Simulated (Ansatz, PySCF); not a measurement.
Reaction (SMILES): Cl[SiH2][SiH2]Cl → 2 [SiH2]Cl (the Si-Si bond at the site shown breaks; other sites are not compared here)
Each molecule is optimised on its own at B3LYP-D3(BJ)/def2-TZVP (Ansatz, a first-principles code), one conformer each, not searched for the lowest.

Property: bond dissociation energy (0 K, with B3LYP-D3(BJ) harmonic zero-point energies from PySCF), in kcal/mol. Correlated levels leave the core frozen unless marked. Open shells are spin-unrestricted. Spin-orbit coupling is left out. Non-relativistic. Basis-set limits of correlation are two-point, X^-3; Hartree-Fock from the larger set.

```
level                            program  bond dissociation energy (kcal/mol)
------------------------  --------------  -----------------------------------
PBE-D3(BJ)/def2-TZVPD     Ansatz + dftd3                                 71.0
r2SCAN-D3(BJ)/def2-TZVPD  Ansatz + dftd3                                 69.2
r2SCAN-D4/def2-TZVPD      Ansatz + dftd4                                 69.0
B3LYP/def2-TZVPD                  Ansatz                                 67.8
PBE0/STO-3G                       Ansatz                                100.6
B2PLYP-D4/def2-TZVPD      Ansatz + dftd4                                 72.4
B2PLYP/def2-TZVPD                 Ansatz                                 70.8
```

Problem. Predict the CCSD(T)/CBS(cc-pV(T+d)Z,cc-pV(Q+d)Z) result (Ansatz).

Solution. 76.4 kcal/mol
